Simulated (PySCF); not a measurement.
**Nuclear quadrupole coupling in `C=CC[SiH2]C#C[SiH2]C#N`**

Compound: C6H9NSi2.
Geometry (GFN2-xTB, Å), atoms numbered from 1 in this order:
```
atom  x, y, z in Å
C1     1.8413    0.1037   -2.9175
C2     0.9737    0.4629   -1.9885
C3     1.1697    1.5917   -1.0393
Si4    1.5024    0.9532    0.7322
C5    -0.0087    0.0116    1.2504
C6    -1.0160   -0.5959    1.5400
Si7   -2.5606   -1.5179    1.9541
C8    -3.3727   -1.8316    0.2977
N9    -3.8699   -2.0263   -0.7156
H10    2.7658    0.6393   -3.0654
H11    1.6637   -0.7310   -3.5737
H12    0.0540   -0.0941   -1.8605
H13    2.0010    2.2175   -1.3669
H14    0.2728    2.2141   -1.0247
H15    2.6510    0.0425    0.7590
H16    1.6752    2.0854    1.6513
H17   -3.4811   -0.6943    2.7412
H18   -2.2703   -2.8244    2.5478
```

Field gradients from the PBE0/pcSseg-1 density (PySCF, non-relativistic), principal values in atomic units, ordered |Vxx| ≤ |Vyy| ≤ |Vzz|:

```tsv
atom	Vxx	Vyy	Vzz
N9	0.5749	0.5810	-1.1560
```

Question: Find the asymmetry η = (Vxx − Vyy)/Vzz and the couplings χ = eQV/h (234.96 MHz × Q in barn × V in au), with Q(14N) = 0.02044 b.

Answer: 
| atom | environment | nucleus | η | χzz (MHz) | χxx (MHz) | χyy (MHz) |
| --- | --- | --- | --- | --- | --- | --- |
| N9 | cyano nitrogen | 14N | 0.01 | -5.55 | 2.76 | 2.79 |

The gradient is axial or nearly so (η below 0.05) at N9. The tensor is traceless: Vxx + Vyy + Vzz = 0.

Question: What is Vzz at N9 in SI units (1 au = 9.71736 × 10²¹ V/m²)?

Answer: -1.1560 au = -11.233 × 10²¹ V/m².

Question: And the gradient at the other heavy atoms, for which no coupling is worked out here?

Answer: 
```
atom                  environment  Vzz (au)     η
  C1         terminal =CH2 carbon     0.272  0.46
  C2             alkene CH carbon     0.324  0.62
  C3  sp3 carbon bound to silicon     0.035  0.84
 Si4                 SiH2 silicon     0.375  0.38
  C5                alkyne carbon    -0.433  0.03
  C6                alkyne carbon    -0.352  0.01
 Si7                 SiH2 silicon     0.511  0.83
  C8                 cyano carbon    -0.435  0.01
```

Question: What couplings would deuterons (Q(2H) = 0.00286 b) have in place of the hydrogens, at this geometry?

Answer: 
```json
{"atom": "H10", "bonded to": "C1", "bond length (Å)": "1.079", "Vzz (au)": "0.3351", "η": "0.06", "χzz (kHz)": "225"}
{"atom": "H11", "bonded to": "C1", "bond length (Å)": "1.077", "Vzz (au)": "0.3389", "η": "0.05", "χzz (kHz)": "228"}
{"atom": "H12", "bonded to": "C2", "bond length (Å)": "1.083", "Vzz (au)": "0.3201", "η": "0.06", "χzz (kHz)": "215"}
{"atom": "H13", "bonded to": "C3", "bond length (Å)": "1.091", "Vzz (au)": "0.3110", "η": "0.03", "χzz (kHz)": "209"}
{"atom": "H14", "bonded to": "C3", "bond length (Å)": "1.092", "Vzz (au)": "0.3095", "η": "0.03", "χzz (kHz)": "208"}
{"atom": "H15", "bonded to": "Si4", "bond length (Å)": "1.466", "Vzz (au)": "0.1585", "η": "0.02", "χzz (kHz)": "106"}
{"atom": "H16", "bonded to": "Si4", "bond length (Å)": "1.468", "Vzz (au)": "0.1569", "η": "0.01", "χzz (kHz)": "105"}
{"atom": "H17", "bonded to": "Si7", "bond length (Å)": "1.465", "Vzz (au)": "0.1565", "η": "0.01", "χzz (kHz)": "105"}
{"atom": "H18", "bonded to": "Si7", "bond length (Å)": "1.464", "Vzz (au)": "0.1569", "η": "0.01", "χzz (kHz)": "105"}
```

One conformer (not necessarily the lowest) at the GFN2-xTB geometry, without solvent, vibrations or thermal averaging. GFN2-xTB bond lengths can be off by several hundredths of an ångström, more for odd bonds, and the gradients follow them. The basis is small and wasn't made for field gradients, so the couplings can be 20 % off.

The run behind these numbers computed NMR shieldings as well. Time: 28 s of wall time. Hardware: one thread of an x86-64 server (shared host).
